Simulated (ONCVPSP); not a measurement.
## chromium: variants of one ONCV potential

Base potential:

- Element: chromium
- Generator: ONCVPSP 4.0.1
- Type: optimised norm-conserving Vanderbilt (ONCV)
- Functional: LDA (Perdew-Wang 92)
- Relativity: scalar-relativistic
- Frozen core: [Ne]
- Valence charge: 14
- Reference configuration: 3s2 3p6 3d4 (charge +2)
- Partial waves: 3s: rc 1.10 bohr, ncon 5, nbas 8, qcut 8.4 1/bohr, 2 projectors, debl 3.8 Ha; 3p: rc 1.15 bohr, ncon 4, nbas 7, qcut 11.9 1/bohr, 2 projectors, debl 1 Ha; 3d: rc 1.70 bohr, ncon 4, nbas 8, qcut 9.1 1/bohr, 2 projectors, debl 1.2 Ha
- Local potential: polynomial inside 0.80 bohr (lpopt 4, dvloc0 1 Ha)
- Core correction: polynomial model core, fcfact 0.4

In the p channel the program set the typed energies aside and used -2.442, 0.250 Ha.

Cutoffs, loose and tight: the cutoffs (Ha) at which the residual kinetic energy of the hardest occupied pseudo-wave falls to 1 and 0.1 mHa per electron. They do not see the model core or the augmentation charge, which bear on the density cutoff. Test errors are all-electron minus pseudo excitation energies from the reference, over the configurations 3s2 3p6 3d5 4s1; 3s2 3p6 3d5; 3s2 3p6 3d3; 3s2 3p5 3d5 4s1. A dash means not determined; rows that change the core or the reference have their own tests.

1 further variants are left out, since the program set their typed debl aside.

| change | outcome | cutoff, loose | cutoff, tight | bound ghosts | GHOST(+) flags above zero | largest test error (meV) |
| --- | --- | --- | --- | --- | --- | --- |
| base | generated, projector energies reset by the program | 74 Ha | 131 Ha | none | none | -88 |
| functional PBE | generated, projector energies reset by the program | 79 Ha | 131 Ha | none | none | -95 |
| local potential polynomial inside 0.90 bohr (lpopt 3, dvloc0 0 Ha) | generated, projector energies reset by the program | 74 Ha | 131 Ha | none | none | -88 |
| s: qcut 5.2; p: qcut 7.4; d: qcut 5.7 | generated, projector energies reset by the program | 130 Ha | 148 Ha | none | none | -266 |
| fully relativistic | generated, projector energies reset by the program | 74 Ha | 130 Ha | none | none | +82 |
| s: qcut 8.1 | generated, projector energies reset by the program | 100 Ha | 133 Ha | none | none | -88 |
| d: rc 1.9 | generated, projector energies reset by the program | 74 Ha | 131 Ha | none | none | -137 |
| s: rc 0.94 | generated, projector energies reset by the program | 131 Ha | 175 Ha | none | s | -90 |
| core correction polynomial model core, fcfact 0.36 | generated, projector energies reset by the program | 74 Ha | 131 Ha | none | none | -88 |
| local potential polynomial inside 0.80 bohr (lpopt 4, dvloc0 8 Ha) | generated, projector energies reset by the program | 74 Ha | 131 Ha | none | none | -88 |

Q: What comes out with this change to the base: all radii but the core radius scaled by about 0.93 (s 1.02, p 1.06, d 1.58 bohr); local potential polynomial inside 0.74 bohr (lpopt 4, dvloc0 1 Ha)?

A: outcome: generated, projector energies reset by the program; cutoff, loose: 113 Ha; cutoff, tight: 152 Ha; bound ghosts: none; GHOST(+) flags above zero: none; largest test error (meV): +63.
